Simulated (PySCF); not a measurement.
## Bond curve of CdS⁺

Set-up: basis Cd def2-SVP with ECP28, S def2-SVP; scalar-relativistic core potentials; PySCF 2.14. Energies in eV from Cd⁺ + S in their ground configurations at the same level. State: ²Π (doublet), unpaired electrons π ↑.

Curves on a restricted Hartree–Fock reference rise too fast on stretching and do not dissociate correctly.

```
R (Å)  ROHF-SCS-MP2  ROHF-MP2  revPBE
2.030        -0.263    -0.364  -0.792
2.124        -0.802    -0.881  -1.316
2.218        -1.096    -1.156  -1.611
2.289        -1.201    -1.248  -1.725
2.360        -1.233    -1.268  -1.771
2.431        -1.210    -1.233  -1.766
2.525        -1.119    -1.127  -1.704
2.643        -0.944    -0.933  -1.569
2.785        -0.690    -0.656  -1.364
2.974        -0.335    -0.272  -1.075
```

**Question.** Put a parabola through the three lowest points of the ROHF-SCS-MP2 curve and estimate Re, k and ωe (reduced mass 24.96 u; 1 eV/Å² = 0.16022 mdyn/Å; ωe = 1302.8·√(k/μ) cm⁻¹).

**Answer.** Through R = 2.289, 2.36, 2.431 Å the second-order coefficient is 5.46 eV/Å², so Re ≈ 2.366 Å, k ≈ 1.75 mdyn/Å and ωe ≈ 345 cm⁻¹. A polynomial fit of higher order to the unrounded ROHF-SCS-MP2 energies gives Re = 2.362 Å, k = 1.72 mdyn/Å, ωe = 342 cm⁻¹; anharmonicity and rounding make the difference.

The higher-order fit for each curve: ROHF-SCS-MP2: Re = 2.362 Å, ωe = 342 cm⁻¹, De = 1.23 eV; ROHF-MP2: Re = 2.347 Å, ωe = 352 cm⁻¹, De = 1.27 eV; revPBE: Re = 2.387 Å, ωe = 312 cm⁻¹, De = 1.77 eV.

Correlated steps freeze 5 core orbitals. Correlated levels converge slowly with the basis: in double zeta they bind strong bonds too weakly, by up to about 1 eV, and carry superposition errors of some tenths. Spin–orbit coupling is left out. For an ion De counts to the pair picked by the measured ionisation energies or electron affinities, which need not be the lowest pair at this level. The state is the lowest determinant that a PBE0 search found; another state may lie lower at other levels.
